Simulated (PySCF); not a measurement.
A structure optimised at PBE-D3(BJ)/def2-SVP, used in a PySCF frequency run:

```xyz
5

O      0.0000     0.0000    -2.5376
B      0.0000     0.0000    -1.3182
O      0.0000     0.0000     0.0000
B      0.0000     0.0000     1.3182
O      0.0000     0.0000     2.5376
```

### Question
Write its SMILES, formula and point group.

### Answer
O=BOB=O, B₂O₃, D∞h

### Question
What are its rotational constants (standard atomic weights)?

### Answer
2.0744 GHz (linear rotor, B only)
